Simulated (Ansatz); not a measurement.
`BCBCC#C`, 14 atoms. Charge 0, multiplicity 1. All runs use 4 threads of a server CPU on a shared host. Correlated methods freeze the cores.

(1) Give the basis size and wall time and peak host memory of each of these runs in Ansatz. RHF-CCSD(T)/def2-SVP energy; RKS ωB97M-V/def2-SVP energy; RKS PBE0-D4/def2-QZVPP energy; RKS r2SCAN0-D4/def2-TZVPP energy; RKS PBE0-D4/def2-TZVP frequencies; RHF-CCSD(T)/def2-TZVPP energy; RKS LC-ωPBE/def2-TZVPP energy; RKS r2SCAN-D4/def2-TZVPP energy and forces; RKS SPW92 (LDA)/def2-TZVPP energy; RHF-MP2/def2-QZVPP energy; RKS PBE0-D4/def2-SVP energy; RKS PBE0-D4/def2-TZVP relaxation (16 steps). (Estimate.)

## Answers

(1) Ansatz gave: Other jobs shared the machine, so times are rough.

```csv
level,job,functions,wall time,peak host memory (GiB)
RKS PBE0-D4/def2-SVP,energy,124,1.3 s,0.23
RKS SPW92 (LDA)/def2-TZVPP,energy,298,1.6 s,0.37
RKS LC-ωPBE/def2-TZVPP,energy,298,3.4 s,0.59
RKS r2SCAN0-D4/def2-TZVPP,energy,298,5.5 s,0.75
RKS ωB97M-V/def2-SVP,energy,124,5.5 s,0.34
RKS r2SCAN-D4/def2-TZVPP,energy and forces,298,6.5 s,0.41
RHF-CCSD(T)/def2-SVP,energy,124,9.5 s,0.76
RKS PBE0-D4/def2-QZVPP,energy,582,10 s,2.3
RHF-MP2/def2-QZVPP,energy,582,38 s,5.3
RKS PBE0-D4/def2-TZVP,relaxation (16 steps),234,66 s,0.66
RKS PBE0-D4/def2-TZVP,frequencies,234,4.3 min,0.63
RHF-CCSD(T)/def2-TZVPP,energy,298,15 min,3.9
```

LC-ωPBE has ω = 0.4 bohr⁻¹.
